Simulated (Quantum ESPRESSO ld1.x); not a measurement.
Results of a calculation; reference values are marked as such.
Species: Mg3+. Configuration: [He] 2s2 2p3 3s2 (not the ground configuration). Code: ld1.x of Quantum ESPRESSO 7.5. Model: non-relativistic Kohn-Sham, LDA (Slater exchange, Perdew-Wang correlation), spin-polarised, spherical densities, point nucleus; open shells are filled with parallel spins first.

Unscreened Slater integrals over Kohn-Sham orbitals (eV). They are taken over the spin-up orbitals. Empty in this configuration: 3p, 4s.

integral     value
F0(4s,4s)   6.1197
F0(4s,3p)   7.5474
G1(4s,3p)  0.78580
F0(4s,3s)   7.6165
G0(4s,3s)  0.57250
F0(4s,2p)   8.6691
G1(4s,2p)  0.38896
F0(3p,3p)   12.460
F2(3p,3p)   6.3750
F0(3p,3s)   12.770
G1(3p,3s)   8.5698
F0(3p,2p)   16.734
F2(3p,2p)   3.4246
G0(3p,2p)   1.3943
G2(3p,2p)   1.4381
F0(3s,3s)   13.114
F0(3s,2p)   17.272
G1(3s,2p)   1.4915
F0(2p,2p)   43.125
F2(2p,2p)   20.151

Derived for the open shells (J is the average intra-shell exchange parameter used in DFT+U). 2p: J = F2/5 = 4.030 eV.
